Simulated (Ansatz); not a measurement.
Species: sum formula TiOBr, net charge 0, doublet state. The spin state was set by rule; other spins were not relaxed. 
Coordinates optimised at B3LYP-D3(BJ)/def2-TZVP (Ansatz, a first-principles code):
SMILES: [O]=[Ti][Br]
```xyz
3

Ti     1.1268    -0.4109     0.0109
O      2.1195    -0.3921    -1.2663
Br    -1.1928     0.3479     0.2826
```
Charge 0, spin multiplicity 2.

Property: vertical electron affinity (to the triplet state of charge -1; a negative value means that the extra electron is unbound and the number depends on the basis; each state is the SCF solution reached for its spin; for the triplet the Hartree-Fock reference is unstable and T1 is 0.033; for the doublet the Hartree-Fock reference is unstable and T1 is 0.034), in eV. Cores are frozen in the correlated levels unless marked. UHF or UKS for open shells. No spin-orbit coupling. The frozen core is the preceding noble-gas configuration, with the filled d and f shells of earlier blocks. Non-relativistic. Anions need diffuse functions: def2-D sets add few. 

| level | program | vertical electron affinity (eV) |
|---|---|---|
| HF/def2-QZVPPD | Ansatz | 1.25 |
| SVWN5/def2-TZVPD | Ansatz | 1.60 |
| r2SCAN/def2-TZVPD | Ansatz | 1.53 |
| B3LYP/def2-TZVPD | Ansatz | 1.54 |
| BHLYP/def2-TZVPD | Ansatz | 1.45 |
| CAM-B3LYP/def2-TZVPD | Ansatz | 1.54 |
| wB97M-V/def2-TZVPD | Ansatz | 1.37 |
| wB97X-V/def2-TZVPD | Ansatz | 1.35 |
| wB97X/def2-TZVPD | Ansatz | 1.24 |
| B2PLYP/def2-TZVPD | Ansatz | 1.30 |
| CCSD/def2-SVPD | Ansatz | 1.35 |
| CCSD/def2-TZVPPD | Ansatz | 1.39 |
| CCSD(T)/def2-SVPD | Ansatz | 1.29 |
| CCSD(T)/def2-TZVPPD | Ansatz | 1.35 |
